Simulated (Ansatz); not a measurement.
The atomisation energy (no zero-point term) down a group: C to Ge

One atom is swapped for its congeners: CH4N `C[NH]`; SiH3(NH); GeH3(NH). All are doublets with charge 0.

Shapes, held fixed at every level: PBE0-D4/def2-TZVP. Programs: Ansatz 0.2.0. Values in eV.

| level | CH4N | GeH3(NH) |
| --- | --- | --- |
| HF/def2-TZVPP | 14.69 | 10.77 |
| B3LYP-D4/def2-TZVPP | 20.87 | 15.94 |
| r2SCAN0-D4/def2-TZVPP | 20.40 | 15.62 |
| wB97M-V/def2-TZVPP | 20.70 | 15.76 |
| MP2/def2-TZVPP | 19.94 | 15.15 |
| CCSD(T)/def2-SVP | 19.37 | 14.50 |
| CCSD(T)/def2-TZVPP | 20.00 | 15.47 |

Q: Estimate the column for SiH3(NH) from its neighbours.

A: The mean of the neighbours at CCSD(T)/def2-TZVPP is 17.73 eV, against 16.82 from the run: the member lies nearer Ge. All rows: HF/def2-TZVPP 12.48; B3LYP-D4/def2-TZVPP 17.59; r2SCAN0-D4/def2-TZVPP 17.16; wB97M-V/def2-TZVPP 17.46; MP2/def2-TZVPP 16.58; CCSD(T)/def2-SVP 15.84; CCSD(T)/def2-TZVPP 16.82 eV. At CCSD(T)/def2-TZVPP the atomisation energy falls at every step, from 20.00 to 15.47 eV. Every level shows the same order. Open shells run unrestricted unless RO is named. Relativity is left out for Ge unless named. Correlated rows may include outer-core shells of Ge, which these sets cover unevenly. Spin-orbit coupling, which grows down the group, is left out (summed over each molecule's free atoms 0.00, 0.02, 0.12 eV).
